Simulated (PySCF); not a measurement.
Computed with PySCF with M06-2X/def2-TZVP // B3LYP-D3(BJ)/def2-TZVP. Gas-phase values, no solvent. One relaxed conformer stands for a flexible species; it need not be the lowest. Delta-SCF ions had no search for a lower state. 

Reference species (SMILES): `[OH][Al]([OH])[Cl]` (H–O–Al–Cl torsion 0°, Cl–Al–O–H torsion 180°) (neutral, multiplicity 1).

- HOMO = -10.66 eV
- vertical ionisation energy (Delta-SCF) = 12.08 eV

Changed species: `[OH][Al]([OH])[OH]` (3 of 3 Cl replaced by OH; the reference has 2 of 3 Cl replaced by OH).

Question: Give the shifts of the HOMO and vertical ionisation energy (Delta-SCF).

Answer: the HOMO drops by 0.17 eV, to -10.83 eV; the vertical ionisation energy (Delta-SCF) falls by 0.05 eV, to 12.03 eV.
